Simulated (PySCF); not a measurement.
Isomers of C9H12OSi, one conformer each; single-point electronic energies without zero-point terms and without any empirical dispersion term.

All values: PBE0/pcSseg-1 (PySCF, non-relativistic), each on one gas-phase PBE0-D3(BJ)/def2-SVP geometry that isn't relaxed in the solvent. The solvent is an IEF-PCM continuum (van der Waals radii × 1.2). Only the electrostatic response of the medium enters.

```json
{"isomer": "`c1cc(O[SiH2]C(C)=C)ccc1`", "relative energy, gas (kJ/mol)": "0.0", "dipole (D)": "1.05"}
{"isomer": "`C=CC[SiH2]Oc1ccccc1`", "relative energy, gas (kJ/mol)": "0.5", "dipole (D)": "0.63"}
```

Q: How do the relative energies look in benzene (ε = 2.271)?

A: 
```
                   isomer  relative energy, solvent (kJ/mol)  E(solvent) − E(gas) (kJ/mol)  dipole in solvent (D)
`c1cc(O[SiH2]C(C)=C)ccc1`                                0.5                          -7.5                   1.18
    `C=CC[SiH2]Oc1ccccc1`                                0.0                          -8.5                   0.67
```

`C=CC[SiH2]Oc1ccccc1` becomes the lowest. Conformers: `[CH2:1]=[C:2]([CH3:3])[SiH2:4][O:5][c:6]1[cH:7][cH:8][cH:9][cH:10][cH:11]1` with C1–C2–Si4–O5 -2°, C2–Si4–O5–C6 -178°, Si4–O5–C6–C7 -1°; `[CH2:1]=[CH:2][CH2:3][SiH2:4][O:5][c:6]1[cH:7][cH:8][cH:9][cH:10][cH:11]1` with C1–C2–C3–Si4 101°, C2–C3–Si4–O5 173°, C3–Si4–O5–C6 -178°, Si4–O5–C6–C7 176°. `C=CC[SiH2]Oc1ccccc1` gains most from the continuum, while `c1cc(O[SiH2]C(C)=C)ccc1` has the largest gas-phase dipole. The gains span 1.0 kJ/mol, the gas-phase energies 0.5 kJ/mol.
